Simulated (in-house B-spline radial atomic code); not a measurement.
Configurations of Sc IV (Sc3+), with energies counted from [Ne] 3s2 3p6. All numbers are computed (scalar-relativistic (X2C) HSE06, spin-polarised, spherical fractional occupations, exact exchange averaged over the configuration; Fermi nucleus of rms radius 3.5459 fm) with a B-spline radial code for spherical atoms, not measured. Shells without spins written out take the highest spin.

Occupations are held fixed; configurations that lie above the ionisation limit could autoionise.

```csv
configuration,E - E(ref) (eV),highest orbital,its <r> (bohr)
[Ne] 3s2 3p5 3d1,31.32,3d up,1.323
[Ne] 3s2 3p5 4s1,41.294,4s up,2.623
[Ne] 3s2 3p5 4p1,46.817,4p up,2.935
[Ne] 3s1 3p6 4s1,64.924,4s up,2.616
[Ne] 3s1 3p6 4f1,83.085,4f up,4.242
[He] 2s2 2p5 3s2 3p6 4d1,429.01,4d up,3.556
```

(1) Order these further configurations by energy, lowest first.
A. [Ne] 3s2 3p5 4d1
B. [Ne] 3s1 3p6 3d1
C. [Ne] 3s1 3p6 4d1
D. [He] 2s2 2p5 3s2 3p6 4p1
E. [He] 2s2 2p5 3s2 3p6 3d1

(2) How far above the reference does [Ne] 3s2 3p5 4f1 lie?

## Answers

(1) A (54.528 eV), B (54.568 eV), C (78.18 eV), E (403.49 eV), D (421.2 eV).

(2) 59.383 eV; its least bound orbital is 4f up with <r> = 4.247 bohr.
